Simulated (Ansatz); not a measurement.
Gas-phase electronic energies from Ansatz, PBE0-D4/def2-TZVP geometries. CCSD(T)/CBS adds triple-zeta CCSD(T) − MP2 to the extrapolated MP2 energy (def2 sets, frozen cores). Functionals use def2-TZVPP. For Mg outer-core shells are correlated without core-valence functions, which leaves a few kJ/mol of doubt a bond. Each species was taken in one conformer, which may not be the lowest.

Consider the redistribution: `[CH3][Mg][O][SiH3]` + `CO[SiH]([SiH3])Cl` → `[SiH3][O][Mg][Cl]` + `CO[SiH](C)[SiH3]`.

```tsv
level	ΔE (kJ/mol)
PBE0-D4	-96.8
B2PLYP	-95.9
HF/def2-QZVPP	-117.6
HF/CBS(def2)	-117.8
```

What does CCSD(T)/CBS give? (Best estimate.)

The calculation gave: -94.3 kJ/mol. The listed levels differ from it by -2.5, -1.6, -23.3, -23.5 kJ/mol.

Largest T1 diagnostic among the species: 0.012.

In def2-TZVPP, CCSD(T) changes the Hartree–Fock value by +19.3 kJ/mol (the triples alone add +3.4 kJ/mol) and MP2 by +20.5 kJ/mol. From PBE to PBE0 (25 % exact exchange), in def2-TZVPP and without D4, ΔE moves by −8.6 kJ/mol.
